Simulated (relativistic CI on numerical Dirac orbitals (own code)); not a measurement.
What each ingredient does to the levels of Hg¹¹⁺

Base calculation: Dirac-Coulomb-Breit CI, KLI orbitals optimised for each configuration, QED by a radiative potential, unscaled Slater integrals.

Configuration list (outside the closed core [Kr] 4d10 4f14): 5s²5p⁶5d, 5s²5p⁶6s, 5s²5p⁶5f, 5s²5p⁵5d², 5s²5p⁶6p, 5s²5p⁶5g, 5s5p⁶5d², 5s²5p⁵5d5f, 5s²5p⁶6d, 5s²5p⁶7s, 5s²5p⁵5d5g, 5s²5p⁵5d6s, 5s²5p⁶7p, 5p⁶5d³, 5p⁵5d⁴. Double excitations out of closed p, d and f shells are left out; levels of such configurations are missing from the list, as are those of other unlisted configurations, and high levels can miss mixing partners. Some configurations lack a partner that the ground configuration has and come out too high, among them 5s²5p⁵5d5f, 5s²5p⁵5d5g, 5s²5p⁵5d6s.

Variants: (1) P86 correlation estimate; (2) QED terms removed; (3) one mean potential for all configurations. Shifts of the energy above 5s²5p⁶5d ²D3/2, in cm⁻¹, for the lowest level and the first level of each name with at least 55 % of one term (blank where a level changes its place among those of its configuration and J or its character, or is not in the variant):

```csv
Level,Base,Δ(1),Δ(2),Δ(3)
5s²5p⁶5d ²D3/2,0,0,0,0
5s²5p⁶5d ²D5/2,24900,+1,-64,-84
5s²5p⁶6s ²S1/2,343391,+6744,-937,-605
5s²5p⁶6p ²P°1/2,462742,+7568,-209,-437
5s²5p⁵5d² ⁴D°1/2,465050,+1562,+306,-473
5s²5p⁵5d² ⁴D°3/2,467592,+1678,+322,-475
5s²5p⁵5d² ⁴D°7/2,496530,+1730,+262,-487
5s²5p⁵5d² ⁴G°9/2,498947,+1680,+267,-466
5s²5p⁵5d² ⁴G°11/2,507317,+1681,+246,-463
5s²5p⁶6p ²P°3/2,515949,+7475,-269,-359
5s²5p⁵5d² ²F°7/2,525421,+2090,+187,-551
5s²5p⁵5d² ²H°11/2,532491,+1682,+228,-503
5s²5p⁵5d² ²P°1/2,550234,+1686,+205,-523
5s²5p⁵5d² ²G°9/2,550251,+1683,+238,-543
```

At this charge transitions that keep the count of f electrons are usually good to a few per cent. Terms inside the open d or f shell come out 10 to 20 % too wide with unscaled integrals. Levels and lines within the n = 5 or 6 shells can be off by up to 10 % or somewhat more, and those that change n by about 2 %, since core polarisation is missing. Levels that differ in their count of f electrons can be misplaced by several ten thousand cm⁻¹, since the correlation energy of f electrons is missing or only estimated; rates across such gaps can be off by orders of magnitude.

Ionisation energy from one configuration of each of the two ions, the ground ones as tabulated or assumed: base 191.985 eV; P86 correlation estimate 193.437 eV. The NIST ASD value (semi-empirical) is 192.7 ± 1.7 eV.

LS names give the leading component of a level, which can be under half, so a name can repeat, a term be missing and a line seem to break the LS rules.
